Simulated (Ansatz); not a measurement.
A nudged elastic band was laid between two geometries of C3H6SSi (11 atoms, charge 0, multiplicity 1).

These are results of RKS r2SCAN/STO-3G (Ansatz 0.2.0), not measurements.

- movable images: 5
- climbing image: yes
- spring: 5.0 eV/Å²
- optimiser: quadratic models (default)
- start path: IDPP
- force threshold: 0.03 eV/Å
- iteration limit: 10
- end points: relaxed

Initial state:

```xyz
11
Properties=species:S:1:pos:R:3
C -1.629 1.397 0.565
C -0.757 0.369 0.527
C 0.301 0.201 -0.526
Si 1.391 -1.340 -0.339
S 0.497 1.273 -1.750
H -1.587 2.174 -0.210
H -2.391 1.495 1.346
H -0.809 -0.404 1.310
H 1.010 -2.112 0.824
H 2.776 -0.942 -0.208
H 1.265 -2.169 -1.518
```

Final state:

```xyz
11
Properties=species:S:1:pos:R:3
C -1.620 1.401 0.525
C -0.750 0.371 0.486
C 0.319 0.204 -0.557
Si 1.387 -1.339 -0.300
S 0.519 1.269 -1.785
H -1.570 2.184 -0.243
H -2.388 1.494 1.300
H -0.811 -0.407 1.263
H 2.391 -1.435 -1.334
H 0.553 -2.523 -0.328
H 2.034 -1.277 0.995
```

(1) Which bonds break or form, and what moves?

(2) Give the energies along the band, and the barrier.

Results:

(1) No bond is made or broken. The dihedral S5–C3–Si4–H10 goes from 59 to -121°.

(2) It converged. The highest image is number 0 of 0 to 6, 0.000 eV above the first end and 0.016 eV above the last; the last end lies 0.016 eV below the first. The highest image is an end point: on this band no image between the ends rises above it. Between wells the path still climbs a hump at image 4, 0.02 eV above the well before it. Limits of this set-up: minimal basis.

```tsv
image	path coordinate (Å)	energy (eV)	dihedral S5–C3–Si4–H10 (°)
0	0.00	0.000	59
1	1.00	-0.007	30
2	2.01	-0.016	0
3	3.01	-0.007	-30
4	4.02	0.000	-60
5	5.01	-0.007	-90
6	6.00	-0.016	-121
```

Run time: 3.1 min on 1 CPU thread of a shared host.
